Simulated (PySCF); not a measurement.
Ionising IF

RHF; basis I aug-cc-pVDZ-PP with ECP28, F aug-cc-pVDZ; scalar-relativistic core potentials; PySCF 2.14. Neutral (RHF): singlet (closed shell), Re = 1.906 Å, ωe = 691 cm⁻¹, De = 0.75 eV, HOMO -10.99 eV, LUMO -0.13 eV.

IF⁻ (UHF): doublet (σ ↑), Re = 2.346 Å, ωe = 305 cm⁻¹. The energies at the minima are -394.06227 hartree for IF and -394.12892 for IF⁻.

Task: Work out the adiabatic electron affinity, without and with harmonic zero-point energies (1 hartree = 27.2114 eV, 1 eV = 8065.5 cm⁻¹), and the change of the bond length.

Result: At HF: 0.06665 hartree = 1.814 eV between the minima; the zero-point term (691.0 − 305.0)/2 cm⁻¹ = +0.024 eV makes it 1.838 eV. Re changes by +44.0 pm against the neutral. The electron enters a σ orbital, and the ion is left as a loose complex of an ion and an atom.

These are scalar-relativistic numbers at best; spin–orbit coupling would shift them, the dissociation energy most. Where the molecule has an RHF reference, its open-shell atoms are computed with UHF. Hartree–Fock leaves out correlation, which carries a large part of most bond energies and some tenths to 1 eV of ionisation energies. States were picked by a PBE0 search and need not be the measured ground states.

Neutral and ion stand on different kinds of reference determinant, which adds to the error of the difference.
